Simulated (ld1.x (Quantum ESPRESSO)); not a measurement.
**Co (Z = 27): variants of one PAW potential**

Base potential:

ld1.x (Quantum ESPRESSO) 7.5 input, shortened:

```
&input
   title='Co', zed=27., rel=1, dft='PZ', iswitch=3,
   config='[Ar] 3d7.5 4s1.5 4p0'
 /
 &inputp
   pseudotype=3, lpaw=.true., tm=.true., lloc=-2, rcloc=1.00,
   nlcc=.true., rcore=0.95,
   which_augfun='PSQ', rmatch_augfun_nc=.true.
 /
6
3S  1  0   2.00   0.00  1.05  1.10  0.0
4S  2  0   1.50   0.00  1.05  1.10  0.0
3P  2  1   6.00   0.00  1.20  1.65  0.0
4P  3  1   0.00   0.00  1.20  1.65  0.0
3D  3  2   7.50   0.00  1.40  1.70  0.0
3D  3  2   0.00   1.65  1.40  1.70  0.0
 &test
   configts(1)='3s2 3p6 3d7.5 4s1.5 4p0'
 /
```

All-electron outer shells of the reference configuration (LDA (PZ), scalar-relativistic, ld1.x):

```tsv
shell	level (eV)	outermost node (bohr)	outermost maximum (bohr)
2s	-894.19	0.08	0.21
2p	-766.59	–	0.17
3s	-99.29	0.31	0.67
3p	-63.00	0.28	0.68
3d	-6.30	–	0.67
4s	-5.12	0.97	2.35
4p	-1.13	1.06	3.42
```

Cutoffs, loose and tight: the cutoffs (Ry, on a coarse ladder) from which the occupation-weighted sum of valence levels, in a spherical-Bessel basis at the reference potential, stays within 10 and 1 mRy of its value at 400 Ry. They do not see the model core or the augmentation charge, which bear on the density cutoff. Test errors are all-electron minus pseudo excitation energies from the reference, over the configurations 3s2 3p6 3d7 4s2 4p0; 3s2 3p6 3d7 4s1 4p0; 3s2 3p6 3d7 4s0 4p0; 3s2 3p6 3d7 4s1.5 4p0; 3s2 3p6 3d8 4s1 4p0; 3s2 3p6 3d6 4s0 4p0; 3s2 3p6 3d8 4s0 4p0 (two spin-polarised tests are not counted in the largest error). A dash means not determined; rows that change the core or the reference have their own tests. The largest error is taken over the tests solved by every variant that gives reliable tests at all: 3s2 3p6 3d7 4s0 4p0; 3s2 3p6 3d7 4s1 4p0; 3s2 3p6 3d7 4s1.5 4p0; 3s2 3p6 3d7 4s2 4p0; 3s2 3p6 3d8 4s0 4p0; 3s2 3p6 3d8 4s1 4p0.

Cutoffs are not given where the Bessel-basis levels miss the radial ones by over 6 mRy, ghosts where they miss by over 20 mRy; a channel whose overlap is not positive is not tested.

A file whose overlap is not positive is unfit for use, and its test errors describe a broken file.

```tsv
change	outcome	cutoff, loose	cutoff, tight	bound ghosts	largest test error (meV)
base	generated, overlap not positive	–	–	not determined (overlap not positive)	+3.8
all radii but the core radius scaled by about 0.76 (s 0.84, p 1.24, d 1.28 bohr, rcut 0.80/0.90/1.06); local potential all-electron potential smoothed inside 0.76 bohr (lloc = -2)	generated, overlap not positive	–	–	not determined (overlap not positive)	-1.8
all radii but the core radius scaled by about 0.81 (s 0.88, p 1.34, d 1.38 bohr, rcut 0.84/0.96/1.12); local potential all-electron potential smoothed inside 0.80 bohr (lloc = -2)	generated, overlap not positive	–	–	not determined (overlap not positive)	+3.6
all radii but the core radius scaled by about 0.90 (s 1.00, p 1.48, d 1.54 bohr, rcut 0.94/1.08/1.26); local potential all-electron potential smoothed inside 0.90 bohr (lloc = -2)	generated, overlap not positive	–	–	not determined (overlap not positive)	-25
all radii but the core radius scaled by about 0.96 (s 1.06, p 1.58, d 1.64 bohr, rcut 1.02/1.16/1.34); local potential all-electron potential smoothed inside 0.96 bohr (lloc = -2)	generated, overlap not positive	–	–	not determined (overlap not positive)	+19
all radii but the core radius scaled by about 1.12 (s 1.24, p 1.86, d 1.90 bohr, rcut 1.18/1.34/1.58); local potential all-electron potential smoothed inside 1.12 bohr (lloc = -2)	generated	45 Ry	70 Ry	none	-5.2
all radii but the core radius scaled by about 1.16 (s 1.28, p 1.92, d 1.96 bohr, rcut 1.22/1.40/1.62); local potential all-electron potential smoothed inside 1.16 bohr (lloc = -2)	generated	45 Ry	70 Ry	none	-5.9
all radii but the core radius scaled by about 1.25 (s 1.38, p 2.06, d 2.12 bohr, rcut 1.32/1.50/1.74); local potential all-electron potential smoothed inside 1.24 bohr (lloc = -2)	generated	45 Ry	55 Ry	none	-7.2
all radii but the core radius scaled by about 1.31 (s 1.44, p 2.16, d 2.22 bohr, rcut 1.38/1.58/1.84); local potential all-electron potential smoothed inside 1.32 bohr (lloc = -2)	generated	40 Ry	55 Ry	none	-9.1
all radii but the core radius scaled by about 1.40 (s 1.54, p 2.30, d 2.38 bohr, rcut 1.46/1.68/1.96); local potential all-electron potential smoothed inside 1.40 bohr (lloc = -2)	generated	40 Ry	50 Ry	none	test run stopped at test 1 of 9 (negative rho)
```

Reading the sweep of the scale of all radii but the core radius (base = 1) (base included, trends over the rows without a ghost): The loose cutoff stays near 45 Ry. The median size of the test errors (rows with all tests solved) stays near 1.5 meV.
